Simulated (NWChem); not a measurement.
System: CH₆BN; SMILES NBC

Program: NWChem. Coordinates come from a PBE0/def2-SVP optimisation. One conformer.

Diagonal of the polarisability tensor at PBE/def2-SVPD, static: 40.23, 47.36, 32.56 bohr³.

Problem. Find the mean polarisability volume, the molar refraction, and the refractive index that an ideal gas of it would have at 273.15 K and 1 atm.

Solution. 
1. Mean: one third of the trace = 40.05 bohr³ × 0.14818 Å³/bohr³ = 5.93 Å³.
2. Molar refraction (Lorentz-Lorenz): (4π/3) N_A α = 15.0 cm³/mol.
3. Number density p/kT = 2.687 × 10⁻⁵ Å⁻³; n − 1 = 2π N α = 10.02 × 10⁻⁴.
4. These hold the electronic response alone: vibrational and orientational terms add to the static dielectric constant.
